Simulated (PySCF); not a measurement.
# `C[S@@](=O)C1=C[C@@H](F)CO1`, C5H7FO2S

Geometry (Å), atoms numbered from 1 in this order:
```xyz
16

C    -2.528    0.431   -0.475
S    -1.887   -0.412    1.041
O    -2.149   -1.837    0.871
C    -0.156   -0.184    0.527
C     0.745   -1.110    0.210
C     2.027   -0.413   -0.140
F     2.346   -0.572   -1.481
C     1.679    1.057    0.154
O     0.298    1.095    0.517
H    -2.143    1.443   -0.479
H    -2.206   -0.119   -1.352
H    -3.612    0.437   -0.416
H     0.586   -2.166    0.150
H     2.903   -0.779    0.407
H     1.827    1.675   -0.735
H     2.262    1.463    0.984
```

Level of theory: PySCF 2.14.0, TDDFT LC-wPBE/def2-SVPD circular dichroism and optical rotation, one conformer, gas phase. Geometry: GFN2-xTB.

The molecule is flexible and this is one conformer; a measurement averages over conformers.

Question: Draw the ECD and absorption spectra from the lowest 8 states, each a Gaussian of half-width 0.25 eV at 1/e height.

Answer: 
| E (eV) | λ (nm) | Δε (L mol⁻¹ cm⁻¹) | ε (L mol⁻¹ cm⁻¹) |
| --- | --- | --- | --- |
| 5.41 | 229 | -0.38 | 215 |
| 5.56 | 223 | -2.91 | 1650 |
| 5.71 | 217 | -10.68 | 6200 |
| 5.86 | 212 | -17.66 | 11400 |
| 6.01 | 206 | -9.34 | 11000 |
| 6.16 | 201 | +4.57 | 7640 |
| 6.31 | 196 | +0.90 | 7370 |
| 6.46 | 192 | -8.98 | 6790 |
| 6.61 | 188 | -7.43 | 3540 |
| 6.76 | 183 | -2.64 | 1000 |
| 6.91 | 179 | -2.04 | 600 |
| 7.06 | 176 | -2.18 | 1530 |
| 7.21 | 172 | +3.48 | 2500 |
| 7.36 | 168 | +11.14 | 2210 |

Δε uses R in velocity form, ε uses f in length form. Only the states computed contribute, so the short-wavelength end is incomplete.
